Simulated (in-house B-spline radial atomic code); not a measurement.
Values are calculated unless marked as measured or tabulated.
# What the choice of pseudopotential does to G0W0 on PBE: Sr

All numbers come from a B-spline radial code for spherical atoms, non-relativistic (model numbers for so heavy an element), configuration [Kr] 5s2, open shells at high spin. Semilocal Troullier-Martins pseudo-atoms, one channel per l, are made with PBE or LDA for several valence sets and radii, with or without a model core, and set against the all-electron atom. One channel fits only the lowest state of its l, so a second state of that l is approximate. All electrons give 5s: PBE -3.479 eV, G0W0 -5.663 eV. Potentials are made in the ion's own configuration unless the neutral atom is named, and a smooth local potential serves every l without a channel. Potentials that miss their own reference levels by more than 6 millihartree, or need radii over 3.5 bohr, are left out. Columns give pseudo minus all-electron, in eV; a dash marks a level in the core or of low weight.

```tsv
valence	made with	radii (bohr)	model core (bohr)	5s PBE	5s G0W0
4p 5s	PBE	s 3.01 p 1.06 d 1.63	none	0.00	-0.20
4p 5s	PBE	s 3.40 p 1.53 d 2.35	none	0.00	-0.20
4p 5s	PBE	s 3.40 p 1.73 d 2.65	none	0.00	-0.19
4p 5s	PBE	s 3.39 p 1.20 d 1.84	0.98	0.00	-0.20
4s 4p 5s	PBE	s 1.41 p 1.53 d 2.35	none	-0.03	-0.04
4s 4p 5s	PBE	s 0.98 p 1.06 d 1.63	0.89	-0.07	-0.10
4s 4p 5s	PBE	s 1.10 p 1.20 d 1.84	0.89	-0.03	-0.05
4s 4p 5s	PBE	s 1.23 p 1.33 d 2.04	0.89	-0.02	-0.03
4s 4p 5s	PBE	s 1.41 p 1.53 d 2.35	0.89	-0.03	-0.04
4s 4p 5s	PBE	s 1.60 p 1.73 d 2.65	0.89	-0.07	-0.09
3d 4s 4p 5s	PBE	s 0.98 p 1.06 d 0.90	none	-0.07	-0.13
3d 4s 4p 5s	PBE	s 1.41 p 1.53 d 1.30	none	-0.03	-0.07
3d 4s 4p 5s	PBE	s 1.60 p 1.73 d 1.47	none	-0.07	-0.12
3d 4s 4p 5s	PBE	s 1.41 p 1.53 d 1.30	0.23	-0.03	-0.07
```

**Question.** How does the G0W0 shift of 5s, which all sets hold, depend on the valence set?

**Answer.** Mean size: 4s 4p 5s: 0.06 eV; 3d 4s 4p 5s: 0.10 eV; 4p 5s: 0.20 eV. A larger valence set can do worse when it takes only part of a shell, whose exchange with the frozen rest is then left to the functional. The means mix radii and the functional used in making the potentials.
